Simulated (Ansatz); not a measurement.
Relaxation of CH4BBrO (8 atoms, charge 0, multiplicity 1), to a largest force component of 0.015 eV/Å in at most 40 steps.

Theory: RKS PBE-D4/def2-SVP (Ansatz 0.2.0).

```xyz
8
Properties=species:S:1:pos:R:3
O -0.400 1.494 -0.705
B 0.005 0.663 0.360
C 0.472 -0.807 0.026
Br -0.877 -1.837 -0.700
H -1.424 1.381 -0.783
H 0.051 1.089 1.467
H 0.888 -1.289 0.978
H 1.377 -0.751 -0.698
```

Problem. Where does it end, and by what steps?

Solution. The forces met the threshold. After 13 steps the energy has fallen by 1.056 eV; H5 moved furthest, 0.95 Å.

```json
{"step": "0", "energy less start (eV)": "0.0000", "largest force component (eV/Å)": "3.396", "accepted": "yes"}
{"step": "1", "energy less start (eV)": "-0.2764", "largest force component (eV/Å)": "1.553", "accepted": "yes"}
{"step": "2", "energy less start (eV)": "-0.3987", "largest force component (eV/Å)": "0.561", "accepted": "yes"}
{"step": "3", "energy less start (eV)": "-0.5322", "largest force component (eV/Å)": "2.136", "accepted": "yes"}
{"step": "4", "energy less start (eV)": "-0.6389", "largest force component (eV/Å)": "2.712", "accepted": "yes"}
{"step": "5", "energy less start (eV)": "-0.9220", "largest force component (eV/Å)": "0.822", "accepted": "yes"}
{"step": "6", "energy less start (eV)": "-1.0008", "largest force component (eV/Å)": "0.315", "accepted": "yes"}
{"step": "7", "energy less start (eV)": "-1.0209", "largest force component (eV/Å)": "0.401", "accepted": "yes"}
{"step": "8", "energy less start (eV)": "-1.0520", "largest force component (eV/Å)": "0.195", "accepted": "yes"}
{"step": "9", "energy less start (eV)": "-1.0546", "largest force component (eV/Å)": "0.131", "accepted": "yes"}
{"step": "10", "energy less start (eV)": "-1.0552", "largest force component (eV/Å)": "0.101", "accepted": "yes"}
{"step": "11", "energy less start (eV)": "-1.0553", "largest force component (eV/Å)": "0.075", "accepted": "yes"}
{"step": "12", "energy less start (eV)": "-1.0560", "largest force component (eV/Å)": "0.028", "accepted": "yes"}
{"step": "13", "energy less start (eV)": "-1.0561", "largest force component (eV/Å)": "0.014", "accepted": "yes"}
```

```xyz
8
Properties=species:S:1:pos:R:3
O -0.325 1.400 -0.785
B -0.207 0.522 0.248
C 0.635 -0.790 0.003
Br -0.820 -2.122 -0.190
H -0.908 2.149 -0.569
H -0.751 0.735 1.321
H 1.251 -1.134 0.854
H 1.217 -0.817 -0.937
```

Run time: 21 s on 2 threads of Intel(R) Xeon(R) Platinum 8488C (Sapphire Rapids), with other jobs on the host, peak memory 0.16 GiB.
